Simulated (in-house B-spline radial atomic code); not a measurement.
Ba²⁺. Computed with a B-spline radial atomic code. Model: all-electron spherical atom, spin shells full or empty, radial basis limit, no spin-orbit coupling, Breit or QED, empty-state partial waves extrapolated as (l+1/2)^-4, RPA, G0W0 and static COHSEX of the highest shell as one setting changes (uncorrelated shells keep exact exchange).

Given: element Ba; charge 2; filled core Kr; hamiltonian one-electron scalar X2C; mean-field start LDA VWN5; highest l of empty states 9; nuclear rms radius 4.8378 fm; highest mean-field shell 5p.

Shell: 4d 5 5, 5s 1 1, 5p 3 3 (electrons up and down).

| lowest nl shells left uncorrelated | RPA correlation energy (hartree) | G0W0 level (eV) | G0W0 minus most complete (meV) | COHSEX level (eV) | linearised minus solved G0W0 (meV) |
| --- | --- | --- | --- | --- | --- |
| 0 | -4.3469 | -36.525 | 0 | -39.359 | -33.5 |
| 1 | -4.1627 | -36.525 | 0.5 | -39.359 | -33.5 |
| 2 | -3.9647 | -36.525 | 0.6 | -39.36 | -33.5 |
| 3 | ? | ? | ? | ? | ? |
| 4 | -3.2121 | -36.523 | 2.6 | -39.357 | -33.5 |
| 5 | -2.6653 | -36.528 | -2.4 | -39.37 | -33.5 |
| 6 | -1.7752 | -36.491 | 34.1 | -39.302 | -33 |
| 7 | ? | ? | ? | ? | ? |
| 8 | -1.1528 | -36.507 | 17.8 | -39.334 | -33.4 |
| 9 | -0.35598 | -36.151 | 374.6 | -38.719 | -29.5 |
| 10 | -0.2447 | -36.536 | -10.8 | -39.026 | -30.4 |

**Question.** What follows for lowest nl shells left uncorrelated = 3?

**Answer.** RPA correlation energy -3.3952 hartree; G0W0 level -36.522 eV; G0W0 minus most complete 2.8 meV; COHSEX level -39.355 eV; linearised minus solved G0W0 -33.5 meV.

**Question.** What follows for lowest nl shells left uncorrelated = 7?

**Answer.** RPA correlation energy -1.6149 hartree; G0W0 level -36.494 eV; G0W0 minus most complete 31.6 meV; COHSEX level -39.308 eV; linearised minus solved G0W0 -33 meV.
